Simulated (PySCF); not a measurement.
Al(OH)(SiH3)2 (AlH7OSi2), SMILES [OH][Al]([SiH3])[SiH3]. Atoms are numbered in the order given.

```xyz
11

Al    -0.3125    -0.2870     0.0001
O     -1.5470    -1.4193     0.0017
H     -2.2473    -2.0621     0.0034
Si    -0.6996     1.8002    -1.2416
H      0.4952     2.7051    -1.2264
H     -1.8491     2.5722    -0.6630
H     -1.0389     1.5310    -2.6782
Si     1.7351    -0.8501     1.2405
H      2.7491     0.2530     1.2020
H      2.3916    -2.0778     0.6802
H      1.4414    -1.1372     2.6837
```

Geometry optimised at r2SCAN-D4/def2-SVP. A frequency run showed that this geometry is not a minimum. The structure was generated by enumeration; whether it is a known compound was not checked. One conformer was computed; it need not be the lowest.

Two levels are set side by side: PBE/pcSseg-1 (PySCF) and PBE0/pcSseg-1 (PySCF). GIAO shifts against H2O (¹⁷O), TMS (²⁹Si), TMS (¹H) at the same level; non-relativistic, no solvent, atoms listed together averaged. Differences are taken from unrounded values.

```tsv
quantity	PBE0
δ(¹⁷O) of O2 (ppm)	96.4
δ(¹H) of H3 (ppm)	5.03
δ(²⁹Si) of Si4, Si8 (ppm)	-130.2
δ(¹H) of H5, H6, H7, H9, H10, H11 (ppm)	3.32
```

Q: What does PBE give, and how far is it from PBE0? (An estimate is asked for; the answer gives what the named calculation found.)

A: 
```json
[
 {"quantity": "δ(¹⁷O) of O2 (ppm)", "PBE": "117.8", "PBE minus PBE0": "21.4"},
 {"quantity": "δ(¹H) of H3 (ppm)", "PBE": "5.45", "PBE minus PBE0": "0.42"},
 {"quantity": "δ(²⁹Si) of Si4, Si8 (ppm)", "PBE": "-136.3", "PBE minus PBE0": "-6.2"},
 {"quantity": "δ(¹H) of H5, H6, H7, H9, H10, H11 (ppm)", "PBE": "3.36", "PBE minus PBE0": "0.04"}
]
```

Rough cost on one machine, each run with all the roots and properties that it gave: PBE0 against PBE within a factor of 2.
